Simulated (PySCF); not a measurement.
# Spinor energies of Cd³⁴⁺ (cadmium, charge +34)

Start: [Ne] 3s2 3p2; 3p1/2 filled at m_j = -1/2, +1/2. Calculated with PySCF 2.14 in an uncontracted even-tempered set (19 s from 6.2 bohr⁻², ratio 2.4; 14 p from 8.1 bohr⁻², ratio 2.4; 4 d from 29 bohr⁻², ratio 2.6; 4 f from 44 bohr⁻², ratio 2.6): generalised Hartree-Fock with the X2C-1e Hamiltonian and a Gaussian nucleus; one run each with spin-orbit coupling (SO) switched off, then screened by Boettger's factors.

```tsv
spinor shell	electrons	ε, spin-free (eV)	ε, screened SO (eV)	weight of nominal j (screened SO)	rms radius, screened SO (bohr)
1s1/2	2	-28781.4	-28776.0	1.000	0.0348
2s1/2	2	-5914.1	-5911.4	1.000	0.140
2p1/2	2	-5501.9	-5642.5	1.000	0.121
3s1/2	2	-2282.1	-2280.9	1.000	0.340
3p1/2	2	-2168.5	-2192.7	1.000	0.326
```

Where does 2p3/2 lie, and what is the 2p spin-orbit splitting (screened SO)?

At -5433.8 eV, 208.68 eV above 2p1/2.

```tsv
quantity	spin-free	screened SO
E (hartree)	-4659.88075	-4662.94651
M_J	0	0
⟨J²⟩	2.001	0.000
⟨L²⟩	2.001	1.337
⟨S²⟩	2.000	1.337
```

Breit and QED terms are absent; they matter most for the inner s and p1/2 levels.

Densities and radii are taken from the X2C orbitals without a picture-change correction, which distorts them close to the nucleus.

Without spin-orbit coupling the j labels of p, d and f shells carry no meaning; the spin-free column gives the mean over the occupied spinors of each nl shell.
